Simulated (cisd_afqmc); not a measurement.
Input (AFQMC/CISD/def2-SVP; cisd_afqmc is a phaseless AFQMC code with CISD trial states that reads the integrals written by Ansatz):

Ansatz 0.2 input:
```python
import cisd_afqmc

open("ham.yaml", "w").write("""\
crystal:
  periodic: [false, false, false]
  atoms:
    - {symbol: In, position_ang: [-0.00000000, -0.00000000, -0.03725241]}
    - {symbol: H, position_ang: [0.00000000, 0.00000000, 1.82536805]}
basis:
  gaussian:
    orbitals: def2-SVP
magnetization: {spin_polarized: false}
correlation: {method: ccsd, electrons: outside_noble_gas, hamiltonian_folder: ham}
""")
rep = cisd_afqmc.ansatz("ham.yaml")
e_ccsd = rep["correlation"]["coupled_cluster"]["energy"]["hartree"]
out = cisd_afqmc.run("ham", e_ccsd, trial="CISD", walkers=200, populations=8, threads=8, dt=0.005, steps=40, early=36, settle=10, least=32,
    cut=5e-5, rank_cut=2e-4, target=0.0004, seconds=1500, seed=1, memory=17280, gpu=False)
```

Output:

```
orbitals 22, occupied [2], factors 117 of 390, rank of the doubles 21 of 40
E(HF) = -189.771858
E(CCSD) on the cut factors = -189.835398, shift to the whole factors -0.000008
Energy of the trial state on the determinant = -189.835383
  tau behind 10.8 of longer steps, mean of the populations' last blocks
   2.0  -189.83636
   4.0  -189.83644
   6.0  -189.83634
   8.0  -189.83618
blocks 397 (0 outliers left out), error by blocks joined: 1: 0.00002, 2: 0.00003, 4: 0.00004, 8: 0.00005, 16: 0.00006
E(AFQMC/CISD) = -189.83636 +/- 0.00006
```

The error still grows at the longest joins of blocks, or few joins were possible, so the printed bar may be too narrow.
